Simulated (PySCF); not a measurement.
**Assigning NMR signals**

Structure with atom numbers: `[CH2:1]=[CH:2][O:3][Si@@H:4]([OH:5])[C@@H:6]1[CH2:7][CH2:8][NH:9]1`. Each H is labelled by its parent atom. Ha(C1) is cis to O3; Ha(C7), Ha(C8) are cis to Si4 on the ring; Hb(C1) is trans to O3; Hb(C7), Hb(C8) are trans to Si4 on the ring.

Theory: geometry: GFN2-xTB, shielding tensors at PBE0/pcSseg-1 (GIAO), in PySCF (relativity neglected, no solvent model, a single conformation).

δ = σ(ref) − σ, references computed at the same level: $^{13}$C and $^{1}$H against TMS.

(1) Assign these signals to the numbered atoms. $^{13}$C{$^{1}$H} NMR (computed): δ 154.9 (CH), 98.3 (CH2), 51.7 (CH2), 49.8 (CH), 20.6 (CH2).

(2) Assign these signals to the numbered atoms. $^{1}$H NMR (400 MHz, computed): δ 6.56 (m, 1H), 5.03 (d, 1H), 4.85 (m, 1H), 4.52 (m, 1H), 4.14 (m, 1H), 3.79 (m, 1H), 3.79 (m, 1H), 3.17 (br s, 1H), 2.65 (m, 1H), 2.27 (m, 1H), 0.46 (br s, 1H).

Answers

(1) 
| δ (ppm) | atoms | environment | reason |
| --- | --- | --- | --- |
| 154.9 | C2 | alkene carbon bearing oxygen | an sp2 carbon further deshielded by the attached heteroatom |
| 98.3 | C1 | β carbon of an enol-ether or enamine type C=C | the O or N lone pair pushes π density onto this β carbon and shields it |
| 51.7 | C8 | sp3 CH2 bonded to N | pulled downfield by the heteroatom |
| 49.8 | C6 | sp3 CH bonded to N and Si | pulled downfield by the heteroatom |
| 20.6 | C7 | sp3 CH2 in a ring | a saturated carbon with 2 carbon neighbours and no heteroatom attached |

C8 and C6 lie closer than the usual error of such a calculation, so a measured spectrum could show them in the other order.

(2) 
6.56 → H(C2), hydrogen on an alkene carbon bearing oxygen: a vinylic proton, deshielded by the sp2 carbon and the C=C anisotropy
5.03 → H(Si4), hydrogen on a silicon bonded to C, 2 O
4.85 → Ha(C1), hydrogen on a β carbon of an enol-ether or enamine type C=C: lone-pair donation from O or N shields it, upfield of ordinary alkene protons
4.52 → Hb(C1), hydrogen on a β carbon of an enol-ether or enamine type C=C
4.14 → Hb(C8), hydrogen on an sp3 CH2 bonded to N: its carbon carries N, hence the downfield position
3.79 → Ha(C8), hydrogen on an sp3 CH2 bonded to N
3.79 → H(C6), hydrogen on an sp3 CH bonded to N and Si: its carbon carries N, an electronegative neighbour
3.17 → H(O5), hydrogen on an oxygen bonded to Si: exchangeable, gas-phase position
2.65 → Ha(C7), hydrogen on an sp3 CH2 in a ring
2.27 → Hb(C7), hydrogen on an sp3 CH2 in a ring
0.46 → H(N9), hydrogen on an amine nitrogen: exchangeable, gas-phase position

Ha(C8) and H(C6) lie closer than the usual error of such a calculation, so a measured spectrum could show them in the other order.

The OH or NH signal is concentration- and solvent-dependent in practice; the value given is the gas-phase one. Shifts are as computed. Against solution values, carbons near 30 ppm lie about +3 ppm off and those near 130 ppm about +5 ppm. Of 1211 compounds with measured shifts, 218 miss one by over three times the rms of a fit or turn the order of signals round; such compounds aren't used in these exercises. Multiplicities follow the n + 1 count of equivalent neighbours, as no J values were calculated; m marks all less simple cases, F and P coupling included.
